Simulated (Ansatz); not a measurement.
Reactions of F2H6Si3, SMILES `F[Si](F)([SiH3])[SiH3]`.

Computed with Ansatz on PBE0-D4/def2-TZVP structures; ΔE is electronic, products minus reactants. CBS: MP2 limit from def2 TZ/QZ plus the TZ coupled-cluster correction, frozen cores. This one scheme is used for every species. Functionals use def2-TZVPP. B3LYP here is the variant with VWN-RPA as its local correlation; programs differ in this. For Ge, Se outer-core shells are correlated without core-valence functions, which leaves a few kJ/mol of doubt a bond. Scalar relativity is left out up to krypton. Each species was taken in one conformer, which may not be the lowest.

| reaction | MP2/CBS(def2) (eV) | B3LYP-D4 (eV) | HF/CBS(def2) (eV) | ωB97M-V (eV) | CCSD(T)/CBS(def2) (eV) |
| --- | --- | --- | --- | --- | --- |
| `F[Si](F)([SiH3])[SiH3]` + `C=CC(=C)N` → `C=C[Si](F)(F)[SiH3]` + `C=C(N)[SiH3]` | -0.24 | -0.14 | -0.27 | -0.25 | -0.19 |
| `F[Si](F)([SiH3])[SiH3]` + `C[NH][GeH3]` → `C[N]([SiH3])[GeH3]` + `F[SiH](F)[SiH3]` | -0.77 | -0.60 | -0.78 | -0.67 | -0.66 |
| `F[Si](F)([SiH3])[SiH3]` + `OC[SiH2]S` → `[SiH3]OC[SiH2]S` + `F[SiH](F)[SiH3]` | -1.09 | -0.97 | -1.24 | -1.00 | -0.99 |
| `F[Si](F)([SiH3])[SiH3]` + H₂O → `O[Si](F)(F)[SiH3]` + SiH₄ | -1.43 | -1.36 | -1.67 | -1.44 | -1.37 |
| `F[Si](F)([SiH3])[SiH3]` + CH₄ → `C[Si](F)([SiH3])[SiH3]` + H–F | 1.42 | 1.53 | 1.75 | 1.49 | 1.44 |
| `F[Si](F)([SiH3])[SiH3]` + `O[SiH2][SeH]` → `O[SiH2][Se][SiH3]` + `F[SiH](F)[SiH3]` | -0.91 | -0.69 | -0.84 | -0.78 | -0.79 |
| `F[Si](F)([SiH3])[SiH3]` → `F[Si]F` + `[SiH3][SiH3]` | 1.31 | 1.20 | 1.13 | 1.08 | 1.24 |
| `F[Si](F)([SiH3])[SiH3]` + H₂ → `F[SiH]([SiH3])[SiH3]` + H–F | 1.28 | 1.30 | 1.27 | 1.29 | 1.24 |
| `F[Si](F)([SiH3])[SiH3]` + H–F → `F[Si](F)(F)[SiH3]` + SiH₄ | -1.80 | -1.75 | -2.13 | -1.83 | -1.76 |
| `F[Si](F)([SiH3])[SiH3]` + HCl → `F[Si](F)([SiH3])Cl` + SiH₄ | -1.35 | -1.21 | -1.42 | -1.30 | -1.24 |

Largest T1 diagnostic: 0.015, for `F[Si]F`.
